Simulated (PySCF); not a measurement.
## Correlation energy of Nd (neodymium, neutral)

[Xe] 4f3 5d1 6s2, one real determinant (an excited configuration). All numbers are calculated (PySCF 2.14, the spin-free X2C one-electron Hamiltonian (Gaussian nucleus), in cc-pVDZ-X2C (8s7p5d3f1g, 84 functions)). Frozen: [Kr] 4d10; 14 electrons correlated.

```csv
level,correlation energy (mhartree)
CCSD,-339.75
(T),-17.31
CCSD(T),-357.06
```

Diagnostics: T1 = 0.021, D1 = 0.0876, largest double amplitude 0.166.

The real determinant used has ⟨L²⟩ near 40 against 72 for a pure L term, so it mixes terms. Spin-orbit coupling, absent here, splits the open shell strongly. A double-excitation amplitude exceeds 0.15, a sign of near-degeneracy.

Cost of the coupled-cluster step: roughly 24 core-seconds, for 14 correlated electrons.

The reference is one real determinant that mixes LS terms of this configuration.
